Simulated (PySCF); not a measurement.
Atom-mapped SMILES (the numbers label the heavy atoms): `[O:1]=[CH:2][c:3]1[cH:4][c:5]([SiH3:6])[n:7][n:8]1[CH:9]1[CH2:10][CH2:11]1`. Each H is labelled by its parent atom. Ha(C10), Ha(C11) are cis to N8 on the ring; Hb(C10), Hb(C11) are trans to N8 on the ring.

PySCF calculation with geometry from GFN2-xTB and PBE0/pcSseg-1 with gauge-including orbitals; relativity neglected, one computed conformer, no solvent model, averaged over atoms made equivalent by symmetry, fast rotation or ring inversion.

References, each an isolated molecule treated in the same way: ¹³C, ¹H, ²⁹Si vs TMS; ¹⁷O against H2O; NH3 for ¹⁵N.

```csv
atoms,nucleus,count,δ (ppm)
C5,¹³C,1,144.6
Ha(C10)/Ha(C11),¹H,2,1.49
H(C9),¹H,1,5.68
C2,¹³C,1,?
H(Si6),¹H,3,4.51
C10/C11,¹³C,2,?
N8,¹⁵N,1,258.8
Si6,²⁹Si,1,-82.0
C3,¹³C,1,?
H(C4),¹H,1,7.06
C4,¹³C,1,?
Hb(C10)/Hb(C11),¹H,2,1.03
C9,¹³C,1,32.2
O1,¹⁷O,1,622.8
N7,¹⁵N,1,367.1
H(C2),¹H,1,?
```

Estimate the values marked ?.

Answers


- C2: 184.8 ppm, aldehyde carbonyl carbon; the double bond to the heteroatom, with no lone-pair donor beside it, deshields it most
- C3: 145.4 ppm, substituted aromatic carbon next to a ring nitrogen
- C4: 131.5 ppm, aromatic CH; the aromatic region
- C10/C11: 13.1 ppm, three-membered-ring carbon; carbons of three-membered rings are unusually shielded
- H(C2): 10.22 ppm, hydrogen on an aldehyde carbonyl carbon; deshielded by the polar, anisotropic C=O bond

Shifts are as computed. Against solution values, carbons near 30 ppm lie about +3 ppm off and those near 130 ppm about +5 ppm. Of 1211 compounds with measured shifts, 218 miss one by over three times the rms of a fit or turn the order of signals round; such compounds aren't used in these exercises. Unscaled 17O shifts of doubly bonded oxygen tend to come out too high, by tens of ppm or more. Experimental scales use liquid or dissolved standards, which lie at an offset from isolated NH3 (liquid NH3: subtract about 20 ppm) and H2O (liquid H2O: subtract about 36 ppm). Unscaled 15N shifts of sp2 nitrogen come out 20 to 40 ppm too high even then.
